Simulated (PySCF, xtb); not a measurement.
**GeH3NP+: where a starting geometry ends**

The starting geometry of this gas-phase singlet was built from a drawn formula by distance geometry; its bonds are those of `[NH2+]1[P]=[GeH]1`.

```xyz
6

Ge    0.5751   -0.8207    3.2407
N     0.5549   -1.3622    1.4763
P    -0.9859   -0.7082    2.1768
H     1.0764   -0.7635    0.8020
H     0.5979   -2.3837    1.2044
H     1.2241   -0.6390    4.4405
```

Question: Predict what becomes of its bonds when it is optimised with r2SCAN-D4/def2-SVP.

Answer: It keeps its bonds, and is `[NH2+]1[P]=[GeH]1`. Distances that change by over a tenth: Ge1–P3 (1.89 → 2.11 Å), Ge1–H6 (1.38 → 1.52 Å).

The energy falls by 1.52 eV over 10 steps:

```csv
step,E − E(last) (eV)
1,1.523
2,0.313
3,0.114
4,0.033
5,0.017
6,0.008
7,0.001
8,0.001
9,0.000
10,0.000
```

Final geometry (Å):

```xyz
6

Ge    0.2989   -0.7014    3.3931
N     0.6041   -1.3496    1.5137
P    -1.1582   -0.7417    1.8690
H     1.1503   -0.7924    0.8479
H     0.7082   -2.3499    1.3123
H     1.5223   -0.7800    4.2927
```

From the same start GFN2-xTB ends elsewhere, differing in Ge1–N2 (2.39 against 2.01 Å here).

No frequencies were run, so the end isn't proven a minimum. Run with PySCF 2.14.0, 73 s on 2 threads of Arm Neoverse V1 (shared host).
